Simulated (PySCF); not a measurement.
## Structure elucidation problem

An unknown has the formula CH11OPSi3. Its calculated NMR data are:

¹H NMR (500 MHz, computed): δ 5.50 (m, 1H), 5.50 (m, 1H), 5.08 (s, 3H), 4.50 (m, 1H), 0.64 (m, 2H), 0.49 (m, 3H).

¹³C{¹H} NMR (computed): δ -5.3 (CH3).

Calculated, not measured (PySCF 2.14): shieldings: GIAO PBE0/pcSseg-1, GFN2-xTB structure. One averaged value for each set of equivalent atoms, isolated molecule, non-relativistic, single conformer.

Shifts are taken against calculated references (same method and geometry level): ¹H (31.72 ppm), ¹³C (186.93 ppm) vs TMS.

What is the structure?

## Answers


Carbon types of the structure: 1 × CH3, leaving 8 H on heteroatoms. δC -5.3: methyl carbon bonded to Si; an electropositive neighbour leaves it electron-rich and shielded. δH 5.50, 5.50: hydrogen on a silicon bonded to O, Si. δH 5.08: hydrogen on a silicon bonded to O. δH 4.50: hydrogen on a silicon bonded to C, P, Si. δH 0.64: hydrogen on a phosphorus bonded to Si. δH 0.49: hydrogen on a methyl carbon bonded to Si; an electropositive neighbour shields it, as in TMS itself.

Structure: SMILES C[Si@H](P)[SiH2]O[SiH3].

The data come from this structure; uniqueness wasn't tested.

Splittings by ³¹P in the carbon and heteronuclear signals aren't shown, as no couplings were computed. Shifts are as computed. Against solution values, carbons near 30 ppm lie about +3 ppm off and those near 130 ppm about +5 ppm. Of 1211 compounds with measured shifts, 218 miss one by over three times the rms of a fit or turn the order of signals round; such compounds aren't used in these exercises. No couplings were computed; multiplicities are counted from neighbouring protons, with m where these are inequivalent, close in shift, in a saturated or five-membered ring or joined by F or P, and br s for small geminal =CH2 splittings.
